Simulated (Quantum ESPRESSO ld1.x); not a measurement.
Question: The molybdenum ion Mo34+, configuration [He] 2s2 2p4. Calculated with ld1.x of Quantum ESPRESSO 7.5: scalar-relativistic Kohn-Sham, LDA (Slater exchange, VWN5 correlation), spin-polarised, spherical densities, point nucleus; open shells are filled with parallel spins first. Some entries of the table are withheld. Estimate them.

orbital,occ.,eigenvalue (eV),<r> (bohr),<1/r> (bohr^-1)
1s up,1,-22080.9,(1),(2)
1s down,1,-22061.9,(3),(4)
2s up,1,-4819.95,0.1481,10.20
2s down,1,-4793.13,0.1485,10.17
2p up,3,(5),0.1278,9.900
2p down,1,(6),0.1282,9.876

Answer: 
(1) 1s up <r> (bohr): 0.03514
(2) 1s up <1/r> (bohr^-1): 43.55
(3) 1s down <r> (bohr): 0.03512
(4) 1s down <1/r> (bohr^-1): 43.58
(5) 2p up eigenvalue (eV): -4577.13
(6) 2p down eigenvalue (eV): -4544.77
